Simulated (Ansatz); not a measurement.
C2H9AlOSi (`CO[CH2][AlH][SiH3]`). The species carries charge 0 and has multiplicity 1.

```xyz
14

C    -0.700   -1.102    1.409
O    -1.135   -1.319    0.104
C    -1.602   -0.124   -0.503
Al   -0.164    1.151   -1.009
Si    2.205    0.605   -0.646
H    -0.311   -2.044    1.797
H    -1.517   -0.754    2.058
H     0.107   -0.349    1.451
H    -2.390    0.342    0.113
H    -2.108   -0.426   -1.430
H    -0.592    2.515   -1.715
H     2.716    1.371    0.531
H     3.067    0.972   -1.806
H     2.424   -0.839   -0.354
```

Q: Give the diagnostics of a CCSD(T)/def2-TZVPP run (frozen core, Ansatz 0.2.0). (An estimate is asked.)

A: Ansatz gave: T1 = 0.0123, largest single amplitude 0.013, largest double 0.016, (T) share of the correlation energy 3.6 %, 11 CCSD cycles. The RHF solution is stable towards an unrestricted one. T1 lies under the customary mark of 0.02 for closed shells.
